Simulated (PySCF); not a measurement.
PySCF job for Sn(Cl)2(OH)2 (Cl2H2O2Sn), SMILES [OH][Sn]([OH])([Cl])[Cl], PBE-D3(BJ)/def2-SVP. Coordinates come from a PBE-D3(BJ)/def2-SVP optimisation. The structure was generated by enumeration; whether it is a known compound was not checked. The def2 effective core potentials stand for the cores of Sn; spin–orbit coupling is left out. The values are those of a single conformer.

```python
import numpy as np
from pyscf import gto, scf, dft, df
from pyscf.hessian import thermo

mol = gto.M(
    atom='''
    O    -0.53403023   -1.94399466   -0.72411814
    Sn    0.11777031   -0.21797923    0.00855480
    O     1.92122626   -0.53957360    0.79453222
    Cl    0.31110084    1.46280113   -1.63608348
    Cl   -1.46403473    0.46944265    1.59537180
    H     0.21831768   -2.39506383   -1.15964181
    H     2.39547429    0.31442715    0.86068799
    ''',
    basis='def2-SVP',
    ecp={'Sn': 'def2-svp'},
    charge=0,
    spin=0,
    max_memory=1600,
    verbose=3,
)
mf = dft.RKS(mol, xc='pbe').density_fit(auxbasis='def2-universal-jkfit')
mf.disp = 'd3bj'
mf.grids.level = 3
mf.conv_tol = 1e-11
mf.max_cycle = 100
mf.kernel()

# analytic Hessian; the response equations are solved on a coarser grid
h, args, fine = mf.Hessian(), (mf.mo_energy, mf.mo_coeff, mf.mo_occ), mf.grids
h.max_memory = max(150, 2.5e-5 * df.make_auxmol(mol, mf.with_df.auxbasis).nao * mol.nelec[0] * (mol.nelec[0] + mol.nao))  # MB; small integral blocks
h1ao = h.make_h1(mf.mo_coeff, mf.mo_occ)
mf.grids = dft.Grids(mol).set(level=1).build(with_non0tab=True)
mo1, mo_e1 = h.solve_mo1(*args, h1ao)
mf.grids = fine
hess = h.hess_elec(*args, mo1, mo_e1, h1ao) + h.hess_nuc()
if mf.do_disp():
    hess += h.get_dispersion()
for i in range(mol.natm):  # the analytic DFT Hessian lacks the response of the grid: restore translational invariance
    hess[i, i] -= hess[i].sum(axis=0)
hess = (hess + hess.transpose(1, 0, 3, 2)) / 2
vib = thermo.harmonic_analysis(mol, hess, imaginary_freq=False)
thermo.dump_normal_mode(mol, vib)
th = thermo.thermo(mf, vib['freq_au'][vib['freq_au'] > 0], 298.15, 101325)
thermo.dump_thermo(mol, th)
g0 = mf.nuc_grad_method().set(verbose=0).kernel()

# dipole derivatives [dipole axis, atom, xyz] from the same response
r, irp = mol.intor('int1e_r'), mol.intor('int1e_irp').reshape(3, 3, mol.nao, mol.nao)
sl, dm0, ok = mol.aoslice_by_atom(), np.array(mf.make_rdm1()), []
dmu = np.einsum('a,xt->xat', mol.atom_charges(), np.eye(3))
for a, (_, _, p0, p1) in enumerate(sl):
    dmu[:, a] += 2 * np.einsum('xtij,ij->xt', irp[:, :, :, p0:p1], dm0.reshape(-1, mol.nao, mol.nao).sum(0)[:, p0:p1])
    for u, c, occ, f in [(mo1, mf.mo_coeff, mf.mo_occ, 4)]:
        dmu[:, a] -= f * np.einsum('tui,xuv,vi->xt', u[a], r, c[:, occ > 0], optimize=True)
L = vib['norm_mode']
ir = 974.8801 * (np.einsum('xat,kat->kx', dmu, L) ** 2).sum(1)       # km/mol
apt = np.einsum('xax->a', dmu) / 3
print('mode   freq/cm-1   IR/(km/mol)')
for k, w in enumerate(vib['freq_wavenumber']):
    print(f'{k + 1:4d} {w:11.2f} {ir[k]:13.3f}')
print('max |gradient| / (hartree/bohr):', abs(g0).max())
print('APT charges:', apt.round(4))
```

Program output:

```
converged SCF energy = -1285.52056364868

WARN: DFTD3 does not support analytical Hessian, using finite difference


WARN: Mole.unit (angstrom) is changed to Bohr

Mode                                 0                   1                   2
Irrep
Freq [cm^-1]                       55.1605             93.4991            111.9606
Reduced mass [au]                   1.4990              2.1433              6.8159
Force const [Dyne/A]                0.0027              0.0110              0.0503
Char temp [K]                      79.3637            134.5243            161.0863
Normal mode                   x     y     z       x     y     z       x     y     z
       0   O                -0.06  0.02  0.02    0.05  0.01 -0.06    0.04  0.04 -0.08
       1  Sn                 0.00  0.01  0.00    0.01 -0.00 -0.00   -0.02  0.02 -0.00
       2   O                 0.00  0.06  0.02   -0.03 -0.07  0.07   -0.05 -0.01  0.05
       3  Cl                 0.03 -0.03 -0.03   -0.07 -0.01 -0.01    0.04 -0.04 -0.06
       4  Cl                 0.00 -0.04  0.02    0.03  0.04 -0.00    0.02 -0.05  0.07
       5   H                -0.28  0.33 -0.67    0.02  0.11 -0.21    0.16 -0.10  0.28
       6   H                -0.06  0.09  0.10   -0.18 -0.03  0.59   -0.01 -0.03  0.03
Mode                                 3                   4                   5
Irrep
Freq [cm^-1]                      133.8111            149.5098            161.0674
Reduced mass [au]                  12.2235              4.8235              6.9545
Force const [Dyne/A]                0.1290              0.0635              0.1063
Char temp [K]                     192.5244            215.1113            231.7402
Normal mode                   x     y     z       x     y     z       x     y     z
       0   O                -0.05  0.06  0.03    0.05 -0.08  0.15   -0.11  0.01  0.07
       1  Sn                 0.03  0.03  0.02   -0.02  0.02 -0.02    0.02 -0.00 -0.03
       2   O                 0.03 -0.12 -0.05   -0.02 -0.05 -0.04   -0.05  0.02  0.14
       3  Cl                -0.03 -0.02 -0.04    0.04  0.03 -0.00   -0.03  0.03  0.00
       4  Cl                -0.06 -0.05 -0.03    0.00 -0.03  0.02    0.03 -0.03 -0.01
       5   H                -0.06 -0.02  0.10    0.03  0.00  0.01   -0.12 -0.17  0.23
       6   H                 0.08 -0.15  0.06   -0.13 -0.03  0.38    0.02 -0.01 -0.03
Mode                                 6                   7                   8
Irrep
Freq [cm^-1]                      204.3963            355.0665            381.2909
Reduced mass [au]                   1.6849             35.9839             36.7181
Force const [Dyne/A]                0.0415              2.6729              3.1452
Char temp [K]                     294.0807            510.8617            548.5927
Normal mode                   x     y     z       x     y     z       x     y     z
       0   O                -0.08  0.04 -0.03    0.01  0.02  0.01    0.00 -0.01  0.00
       1  Sn                 0.00 -0.01  0.00   -0.01  0.03 -0.01    0.02  0.01 -0.04
       2   O                 0.05  0.09 -0.07   -0.03  0.00 -0.01    0.01 -0.00  0.01
       3  Cl                 0.02 -0.01  0.01   -0.01 -0.09  0.09   -0.01 -0.06  0.06
       4  Cl                -0.01 -0.01 -0.00    0.06 -0.03 -0.06   -0.08  0.03  0.08
       5   H                -0.03 -0.19  0.31    0.01  0.04  0.00   -0.02  0.00 -0.04
       6   H                -0.27  0.22  0.56   -0.01 -0.01  0.00    0.03 -0.01 -0.04
Mode                                 9                  10                  11
Irrep
Freq [cm^-1]                      597.0040            619.2709            867.3625
Reduced mass [au]                  14.2383             15.1513              1.0774
Force const [Dyne/A]                2.9899              3.4234              0.4776
Char temp [K]                     858.9559            890.9929           1247.9416
Normal mode                   x     y     z       x     y     z       x     y     z
       0   O                -0.04 -0.11 -0.04    0.07  0.17  0.07    0.01  0.00 -0.00
       1  Sn                -0.02  0.02 -0.00   -0.02 -0.02 -0.02   -0.01 -0.00 -0.00
       2   O                 0.18 -0.03  0.08    0.10 -0.02  0.05   -0.01  0.06 -0.01
       3  Cl                -0.00 -0.00  0.00    0.00  0.00 -0.00    0.00  0.00  0.00
       4  Cl                 0.00 -0.00 -0.00   -0.00  0.00  0.00    0.00  0.00 -0.00
       5   H                 0.01 -0.04 -0.03   -0.00  0.09  0.05   -0.13 -0.17 -0.05
       6   H                 0.09  0.03  0.05    0.04  0.02  0.00    0.76 -0.42  0.35
Mode                                12                  13                  14
Irrep
Freq [cm^-1]                      889.0576           3685.2389           3689.0878
Reduced mass [au]                   1.0829              1.0666              1.0669
Force const [Dyne/A]                0.5043              8.5350              8.5552
Char temp [K]                    1279.1560           5302.2382           5307.7760
Normal mode                   x     y     z       x     y     z       x     y     z
       0   O                 0.06  0.01 -0.01   -0.04  0.03  0.03    0.01 -0.01 -0.00
       1  Sn                -0.00  0.01  0.00   -0.00 -0.00 -0.00   -0.00  0.00 -0.00
       2   O                 0.00 -0.02  0.00    0.01  0.01  0.00    0.03  0.05  0.00
       3  Cl                 0.00 -0.00 -0.00   -0.00 -0.00  0.00   -0.00  0.00 -0.00
       4  Cl                 0.00  0.00  0.00    0.00 -0.00 -0.00   -0.00  0.00  0.00
       5   H                -0.54 -0.73 -0.23    0.72 -0.45 -0.43   -0.13  0.08  0.08
       6   H                -0.17  0.09 -0.09   -0.08 -0.15 -0.01   -0.47 -0.82 -0.07
temperature 298.1500 [K]
pressure 101325.00 [Pa]
Rotational constants [GHz] 1.96643 1.44763 1.18377
Symmetry number 1
Zero-point energy (ZPE) 0.02732 [Eh]   71732.778 [J/mol]
                           tot       elec      trans        rot        vib
Entropy [J/mol/K]       401.919      0.000    176.217    121.112    104.590
Cv [J/mol/K]            106.870      0.000     12.472     12.472     81.927
Cp [J/mol/K]            115.185      0.000     20.786     12.472     81.927
Internal energy [J/mol]                      3718.434   3718.434  87196.464
Internal energy [Eh]   -1285.48452  -1285.52056
Enthalpy [J/mol]                             6197.391   3718.434  87196.464
Enthalpy [Eh]          -1285.48358
Gibbs free energy [J/mol]                  -46341.780 -32391.034  56012.854
Gibbs free energy [Eh] -1285.52922
mode   freq/cm-1   IR/(km/mol)
   1       55.16        42.978
   2       93.50        13.426
   3      111.96         9.260
   4      133.81        18.152
   5      149.51        14.231
   6      161.07        27.203
   7      204.40        91.966
   8      355.07        22.721
   9      381.29        71.560
  10      597.00        47.766
  11      619.27        61.838
  12      867.36        74.582
  13      889.06        72.212
  14     3685.24        89.056
  15     3689.09        67.274
max |gradient| / (hartree/bohr): 9.634815280037044e-05
APT charges: [-0.6724  1.8727 -0.6957 -0.5167 -0.4791  0.2461  0.2451]
```

The run converged.

Cost: very roughly 120 core-seconds.
